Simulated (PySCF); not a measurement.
## Magnetic susceptibility: `[NH3]->[Cu+](<-[NH3])(<-[NH3])<-[NH3]`, [CuH₁₂N₄]+, charge +1

Cartesian coordinates in Å; atom numbers follow the order of the lines, from 1:
```xyz
17

Cu    0.0006    0.0034    0.0087
N    -0.0054   -0.0117    2.1164
H    -0.9507    0.0643    2.4720
H     0.5348    0.7643    2.4799
H     0.3980   -0.8726    2.4657
N     1.9861    0.0001   -0.7065
H     2.0017   -0.1155   -1.7127
H     2.5139   -0.7582   -0.2910
H     2.4483    0.8722   -0.4792
N    -0.9941    1.7293   -0.6894
H    -0.8817    1.8246   -1.6915
H    -0.6216    2.5609   -0.2470
H    -1.9845    1.6763   -0.4838
N    -0.9867   -1.7167   -0.7181
H    -1.9008   -1.8111   -0.2924
H    -0.4503   -2.5501   -0.5089
H    -1.1075   -1.6596   -1.7221
```

Total charge +1.

Method used: GIAO BP86/def2-SVP (def2-TZVP on Cu) magnetisability, rotational g tensor and spin-rotation constants, non-relativistic, gas phase in PySCF. Geometry: GFN2-xTB.

For an ion the centre-of-mass motion in the field is neglected.

**Question.** How diamagnetic is it, and how anisotropic?

**Answer.** Isotropic -1200 × 10⁻³⁰ J/T², or -72.3 × 10⁻⁶ cm³/mol; principal values -1201, -1200, -1199 × 10⁻³⁰ J/T², anisotropy 2 × 10⁻³⁰ J/T² (root of half the summed squared differences of the principal values). The susceptibility is in cgs units.

**Question.** Split it along the inertial axes a, b, c into diamagnetic and paramagnetic parts about the centre of mass, with the quadrupole moment.

**Answer.** 
| axis | χ (10⁻⁶ cm³/mol) | diamagnetic (10⁻⁶ cm³/mol) | paramagnetic (10⁻⁶ cm³/mol) | summed x² of all electrons (Å²) | quadrupole Θ (D Å) |
| --- | --- | --- | --- | --- | --- |
| a | -72.3 | -626.6 | 554.3 | 74.6 | +0.17 |
| b | -72.3 | -628.8 | 556.5 | 74.1 | +0.01 |
| c | -72.2 | -630.8 | 558.5 | 73.6 | -0.18 |

Anisotropies 2χaa − χbb − χcc = -0.1 and 2χbb − χaa − χcc = 0.0 × 10⁻⁶ cm³/mol. Θ is traceless in Buckingham's convention.

**Question.** And the rotational g tensor?

**Answer.** 
```
axis  rotational constant (GHz)        g  nuclear part  electronic part
   a                     2.2792  +0.0355        0.6290          -0.5935
   b                     2.2699  +0.0355        0.6290          -0.5935
   c                     2.2618  +0.0354        0.6289          -0.5935
```
Asymmetric top; isotopes 63Cu, 1H, 14N; no vibrational averaging.
